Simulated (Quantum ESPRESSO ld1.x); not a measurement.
Problem. Tc10+, 33 electrons, occupied as [Ar] 3d10 4s2 4p3. Calculated with ld1.x of Quantum ESPRESSO 7.5: Dirac Kohn-Sham, revPBE, spin-unpolarised, spherical densities, point nucleus; open shells fill j = l - 1/2 first. Some entries of the table are withheld. Estimate them.

orbital  occ.  eigenvalue (eV)  <1/r> (bohr^-1)  <r> (bohr)
1s1/2       2         -21049.2            44.72     0.03428
2s1/2       2         -3163.50            10.21      0.1492
2p1/2       2         -2931.85            10.18      0.1270
2p3/2       4         -2813.52            9.671      0.1317
3s1/2       2         -700.856            3.523      0.4134
3p1/2       2         -611.823            3.425      0.4069
3p3/2       4         -591.833            3.302      0.4172
3d3/2       4              (1)              (2)      0.3928
3d5/2       6              (3)              (4)      0.3961
4s1/2       2              (5)            1.426      0.9709
4p1/2       2         -207.033            1.344       1.016
4p3/2       1         -203.026            1.312       1.035

Solution. 
(1) 3d3/2 eigenvalue (eV): -434.768
(2) 3d3/2 <1/r> (bohr^-1): 3.126
(3) 3d5/2 eigenvalue (eV): -430.893
(4) 3d5/2 <1/r> (bohr^-1): 3.094
(5) 4s1/2 eigenvalue (eV): -236.038
